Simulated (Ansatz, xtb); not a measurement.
# Two isomers of C5H9NO2

We compare X, `CC/C(=C\O)C(N)=O`, a singlet, with Y, `CC[C@@H](C=O)C(N)=O`, a singlet. Both are isolated molecules in the gas phase, relaxed with r2SCAN-D4/def2-SVP, each in the lowest conformer that the search found.

X (Å):

```yaml
atoms:
  - { symbol: C, position_ang: [1.2661, 0.2582, -0.7750] }
  - { symbol: C, position_ang: [0.6924, -1.0215, -0.1580] }
  - { symbol: C, position_ang: [-0.6488, -0.8041, 0.4960] }
  - { symbol: C, position_ang: [-0.7620, -0.3800, 1.7771] }
  - { symbol: C, position_ang: [-1.8341, -0.8900, -0.3963] }
  - { symbol: N, position_ang: [-3.0666, -1.0005, 0.2077] }
  - { symbol: O, position_ang: [0.2545, -0.1833, 2.6357] }
  - { symbol: O, position_ang: [-1.7190, -0.8359, -1.6146] }
  - { symbol: H, position_ang: [1.4071, 1.0434, -0.0139] }
  - { symbol: H, position_ang: [0.5689, 0.6409, -1.5343] }
  - { symbol: H, position_ang: [2.2379, 0.0694, -1.2585] }
  - { symbol: H, position_ang: [0.5742, -1.7812, -0.9465] }
  - { symbol: H, position_ang: [1.4083, -1.4534, 0.5704] }
  - { symbol: H, position_ang: [-1.7218, -0.1215, 2.2362] }
  - { symbol: H, position_ang: [1.0838, -0.4218, 2.1920] }
  - { symbol: H, position_ang: [-3.1430, -1.4290, 1.1216] }
  - { symbol: H, position_ang: [-3.8449, -1.1449, -0.4266] }
```

Y (Å):

```xyz
17

C    -0.8240   -0.3757   -1.4821
C    -0.2361   -1.0919   -0.2726
C    -0.4707   -0.3567    1.0439
C    -0.3348   -1.2560    2.2580
C     0.4181    0.9075    1.1753
N     0.2013    1.6204    2.3096
O    -0.4755   -0.8882    3.4032
O     1.2022    1.2277    0.3010
H    -0.6401   -0.9456   -2.4057
H    -0.3699    0.6183   -1.6010
H    -1.9152   -0.2508   -1.3791
H     0.8510   -1.2223   -0.4085
H    -0.6734   -2.1034   -0.1884
H    -1.5137    0.0195    1.0934
H    -0.0960   -2.3294    2.0288
H     0.8396    2.3857    2.4998
H    -0.2611    1.1581    3.0907
```

Quicker runs give these differences E(Y) − E(X): GFN2-xTB −0.120 eV; HF/STO-3G −0.573 eV (at GFN2-xTB geometries); r2SCAN-D4/def2-SVP//GFN2-xTB −0.259 eV.

Estimate E(Y) − E(X) at the level CCSD(T)/def2-SVP + ΔMP2/def2-TZVPP.

Calculated at CCSD(T)/def2-SVP + ΔMP2/def2-TZVPP: E(Y) − E(X) = −0.231 eV, so structure Y lies lower.

The same difference at several levels:

```tsv
level	geometry	E(Y) − E(X) (eV)	departure from the last row (eV)	job, with rough time for the two
GFN2-xTB	GFN2-xTB	−0.120	+0.112	optimisation, 1.5 s
HF/STO-3G	GFN2-xTB	−0.573	−0.342	single point, 3.4 s
r2SCAN-D4/def2-SVP//GFN2-xTB	GFN2-xTB	−0.259	−0.028	single point, 17 s
r2SCAN-D4/def2-SVP	r2SCAN-D4/def2-SVP	−0.267	−0.035	optimisation, 2.9 min
HF/def2-SVP	r2SCAN-D4/def2-SVP	−0.366	−0.134	part of the CCSD(T) run
MP2/def2-SVP	r2SCAN-D4/def2-SVP	−0.377	−0.146	part of the CCSD(T) run
CCSD(T)/def2-SVP	r2SCAN-D4/def2-SVP	−0.395	−0.164	single point
CCSD(T)/def2-SVP + ΔMP2/def2-TZVPP	r2SCAN-D4/def2-SVP	−0.231		single point, 8.3 min
```

As drawn, Y has 1 C–C, 1 C=O, 1 C–H in place of 1 C=C, 1 C–O, 1 O–H.

None of the levels shown reverses the order. The largest departure from CCSD(T)/def2-SVP + ΔMP2/def2-TZVPP is that of HF/STO-3G, 0.342 eV. The last row adds to CCSD(T) the change of the MP2 difference between the two basis sets, here +0.164 eV, a large step that makes the value less sure.

With thermal terms from frequencies at re-optimised GFN2-xTB minima (ideal gas, soft modes damped towards free rotors, one conformer each, 298.15 K, 1 atm): the zero-point term adds 0.000 eV; ΔH is −0.238 and ΔG −0.229 eV.

The correlated steps freeze 8 core orbitals. Mirror images aren't counted in ΔG. Run with Ansatz 0.2.0, xtb 6.7.1; the last row on 2 threads of Intel(R) Xeon(R) Processor @ 2.50GHz (Skylake/Cascade Lake) on a shared host.
